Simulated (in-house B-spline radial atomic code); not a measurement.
Values are calculated unless marked as measured or tabulated.
# C6 from the polarisability at imaginary frequency: C III (C2+)

PBEsol linear response of the closed shell [He] 2s2, from an all-electron radial atomic-structure program (B-spline basis); non-relativistic, point nucleus, no spin-orbit coupling.

The dispersion coefficient of two like species is C6 = (3/π) ∫ α(iu)² du from 0 to ∞.

```json
{"u (hartree)": "0", "α(iu) (bohr³)": "4.24"}
{"u (hartree)": "0.156", "α(iu) (bohr³)": "3.802"}
{"u (hartree)": "0.364", "α(iu) (bohr³)": "2.642"}
{"u (hartree)": "0.624", "α(iu) (bohr³)": "1.592"}
{"u (hartree)": "1.04", "α(iu) (bohr³)": "0.83"}
{"u (hartree)": "1.56", "α(iu) (bohr³)": "0.4626"}
{"u (hartree)": "2.34", "α(iu) (bohr³)": "0.2486"}
{"u (hartree)": "3.64", "α(iu) (bohr³)": "0.1229"}
{"u (hartree)": "5.2", "α(iu) (bohr³)": "0.06904"}
{"u (hartree)": "7.79", "α(iu) (bohr³)": "0.03598"}
{"u (hartree)": "13", "α(iu) (bohr³)": "0.01575"}
{"u (hartree)": "26", "α(iu) (bohr³)": "0.004868"}
```

(1) Fit one oscillator, α(iu) = α(0)/(1 + u²/ω²), through u = 0.624 and estimate C6.

(2) How does that compare with the full integral?

Results:

(1) From α(0)/α(iu) − 1 = 4.24/1.592 − 1 = 1.6633, ω = u/√1.6633 = 0.4838 hartree (13.2 eV). London's formula gives C6 = (3/4) α(0)² ω = 0.75 × 4.24² × 0.4838 = 6.524 hartree·bohr⁶, and the oscillator holds f = α(0) ω² = 0.99 electrons, of a sum of oscillator strengths of 4.0.

(2) The program's quadrature over all excitations gives C6 = 6.551, so the single oscillator is off by -0.4 %. At the last point the fit gives α = 0.00147 against 0.00487: higher excitations, and deeper shells where there are any, keep the true curve higher at large u.
